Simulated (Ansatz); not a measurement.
Relaxation of ClFH₇O₄SiTa (15 atoms, charge 0, multiplicity 1), to a largest force component of 0.03 eV/Å in at most 50 steps.

Method: RKS PBE/def2-SVP (Ansatz 0.2.0).

```xyz
15
Properties=species:S:1:pos:R:3:forces:R:3
Ta -0.455 0.422 0.327 0.51 0.42 0.23
Cl 2.913 -0.972 -0.098 -0.25 0.77 0.29
O -0.382 -0.532 2.021 0.02 -0.01 0.00
H -0.667 -1.465 2.047 0.00 0.01 0.00
O 0.335 0.596 -1.409 -0.06 -0.04 0.07
H 0.865 -0.038 -1.925 0.02 0.01 -0.02
O -1.974 1.556 0.336 -0.09 0.04 0.09
H -2.617 1.711 1.055 0.09 -0.03 -0.10
F -1.185 -1.263 -0.264 -0.02 -0.02 -0.03
O 0.969 1.555 1.151 -0.41 -0.50 -0.35
Si 1.497 2.002 2.688 0.09 -0.01 0.00
H 2.142 0.834 3.380 -0.02 -0.01 0.02
H 2.532 3.082 2.524 -0.04 0.03 0.01
H 0.346 2.516 3.511 0.01 0.01 -0.01
H 2.550 0.241 0.348 0.15 -0.67 -0.22
```

Problem. Where does it end, and by what steps?

Solution. The forces met the threshold. After 25 steps the energy has fallen by 0.214 eV; Cl2 moved furthest, 1.46 Å.

```
step  energy less start (eV)  largest force component (eV/Å)  accepted
   0                  0.0000                           0.769       yes
   1                 -0.0381                           0.212       yes
   2                 -0.0405                           0.456       yes
   3                 -0.0240                           0.740        no
   4                 -0.0587                           0.099       yes
   5                 -0.0603                           0.122       yes
   6                 -0.0619                           0.104       yes
   7                 -0.0629                           0.041       yes
   8                 -0.0640                           0.121       yes
   9                 -0.0661                           0.141       yes
  10                 -0.0630                           0.922        no
  11                 -0.0741                           0.175       yes
  12                 -0.0859                           0.110       yes
  13                 -0.1010                           0.502       yes
  14                 -0.1172                           0.735       yes
  15                 -0.1365                           0.776       yes
  16                 -0.1628                           0.402       yes
  17                 -0.1837                           0.317       yes
  18                 -0.1942                           0.451       yes
  19                 -0.1996                           0.185       yes
  20                 -0.2036                           0.279       yes
  21                 -0.2094                           0.099       yes
  22                 -0.2109                           0.280       yes
  23                 -0.2129                           0.120       yes
  24                 -0.2121                           0.130        no
  25                 -0.2136                           0.029       yes
```

```xyz
15
Properties=species:S:1:pos:R:3
Ta -0.534 0.181 0.454
Cl 3.336 0.333 -0.597
O -0.363 -1.108 1.884
H -1.054 -1.775 2.052
O 0.337 -0.161 -1.188
H 1.309 -0.187 -1.373
O -1.560 1.805 0.591
H -2.532 1.850 0.538
F -2.167 -0.722 -0.008
O 1.047 1.101 1.226
Si 1.548 1.875 2.656
H 2.171 0.863 3.573
H 2.560 2.922 2.288
H 0.357 2.509 3.314
H 2.411 0.759 0.281
```

Whether the end is a true minimum wasn't checked by a vibrational analysis.

Time of the run: 100 s on 4 threads of Arm Neoverse V1, on a shared host, peak memory 0.28 GiB.
